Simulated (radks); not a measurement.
The mean radii <r> (bohr) of the occupied orbitals of an atom or ion are listed with their occupations. Method: scalar-relativistic Kohn-Sham, LB94 model potential, spin-polarised, spherical densities, finite nucleus; Fermi nuclear charge, rms radius of each element as measured or else 0.836 A^(1/3) + 0.57 fm; computed with a radial shooting solver on a logarithmic mesh with Libxc functionals.

orbital  occ.      <r>
1s down     1  0.01801
1s up       1  0.01801
2s up       1  0.07579
2s down     1  0.07574
2p up       3  0.06787
2p down     3  0.06781
3s up       1   0.1901
3s down     1   0.1903
3p up       3   0.1885
3p down     3   0.1888
3d up       5   0.1683
3d down     1   0.1684

Name the element and its charge. Open shells, if any, are filled with parallel spins first.

Answer. Z = 75, rhenium, charge +51: Re51+ in [Ar] 3d6. The 1s radius gives Z: for a bare nucleus <r> = (2 gamma + 1)/(2Z) with gamma = sqrt(1 - (Z/c)^2), 0.01783 bohr for Z = 75, and screening makes it slightly larger (0.01801 here). The occupations add up to 24, and the charge is Z minus that.
